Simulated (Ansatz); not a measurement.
Basis sets compared for B₁₁ (the lowest doublet isomer of a short search). The state is a doublet with charge 0. Geometry r2SCAN-D4/def2-SVP. Ansatz on 4 threads of Arm Neoverse V1 on a shared host; times are rough, and most runs start from earlier orbitals.

```
atom   x (Å)   y (Å)   z (Å)
  B1  -1.619  -1.679   0.156
  B2   1.055   1.229  -1.640
  B3  -0.191  -1.036  -0.238
  B4  -1.618   0.180  -0.491
  B5   2.163   1.305  -0.496
  B6  -0.363   0.456  -1.467
  B7   2.088   0.464   0.858
  B8   0.834   0.295  -0.255
  B9  -2.312  -0.411   0.832
 B10   0.787  -0.397   1.309
 B11  -0.823  -0.405   1.432
```

The structure comes from a short search, and lower isomers may exist.

Binding counts from free atoms (B doublet) in the same basis, without a counterpoise term.

| level | functions | energy (Eh) | HOMO (eV) | LUMO (eV) | binding per atom (eV) | wall time |
| --- | --- | --- | --- | --- | --- | --- |
| PBE-D4/def2-SVP | 154 | -272.4464 | -5.57 | -4.79 | 5.07 | 3.9 s |
| PBE0-D4/def2-SVP | 154 | -272.4778 | -6.32 | -4.01 | 4.94 | 7.5 s |

(1) Estimate the rows for PBE-D4/def2-TZVP, PBE0-D4/def2-TZVP.

Answers

(1) 
| level | functions | energy (Eh) | HOMO (eV) | LUMO (eV) | binding per atom (eV) | wall time |
| --- | --- | --- | --- | --- | --- | --- |
| PBE-D4/def2-TZVP | 341 | -272.7195 | -5.60 | -4.81 | 4.97 | 15 s |
| PBE0-D4/def2-TZVP | 341 | -272.7492 | -6.34 | -4.01 | 4.82 | 32 s |
